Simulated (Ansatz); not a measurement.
Gas-phase electronic energies from Ansatz, PBE0-D4/def2-TZVP geometries. CBS: MP2 limit from def2 TZ/QZ plus the TZ coupled-cluster correction, frozen cores. This one scheme is used for every species. DFT in def2-TZVPP. Triplets are unrestricted, without spin–orbit coupling. For Ga outer-core shells are correlated without core-valence functions, which leaves a few kJ/mol of doubt a bond. Scalar relativity is left out up to krypton. One conformer a species, not always the lowest.

Consider the formal loss of a carbene: `N=C[CH2][GaH][NH2]` → `[CH2]` (triplet) + `N=[CH][GaH][NH2]`.

**Question.** Is it downhill or uphill in electronic energy at CCSD(T)/CBS, and by how much? (An estimate is asked.)

**Answer.** The calculation gave: Uphill: ΔE = +468.9 kJ/mol.

**Question.** What do these levels give: PBE0-D4, ωB97X-V, ωB97M-V, B2PLYP, PBE, r2SCAN, PBE0, HF/def2-TZVPP, SCS-MP2/def2-TZVPP, CCSD(T)/def2-TZVPP, MP2/def2-QZVPP, MP2/CBS(def2)? (Estimate.)

**Answer.** The calculation gave: PBE0-D4 470.3, ωB97X-V 477.6, ωB97M-V 469.6, B2PLYP 459.2, PBE 471.8, r2SCAN 448.9, PBE0 464.9, HF/def2-TZVPP 319.8, SCS-MP2/def2-TZVPP 470.0, CCSD(T)/def2-TZVPP 455.9, MP2/def2-QZVPP 481.0, MP2/CBS(def2) 486.4 kJ/mol.

Largest T1 diagnostic among the species: 0.014.

The D4 term adds +9.8 kJ/mol with B3LYP and +5.4 kJ/mol with PBE0; it sums over pairs of atoms, weighted by their polarisabilities, and B3LYP, whose exchange is more repulsive, gets the larger term. In def2-TZVPP, CCSD(T) changes the Hartree–Fock value by +136.1 kJ/mol (the triples alone add +11.4 kJ/mol) and MP2 by +153.7 kJ/mol. From PBE to PBE0 (25 % exact exchange), in def2-TZVPP and without D4, ΔE moves by −6.9 kJ/mol.

B3LYP here is the variant with VWN-RPA as its local correlation; programs differ in this.
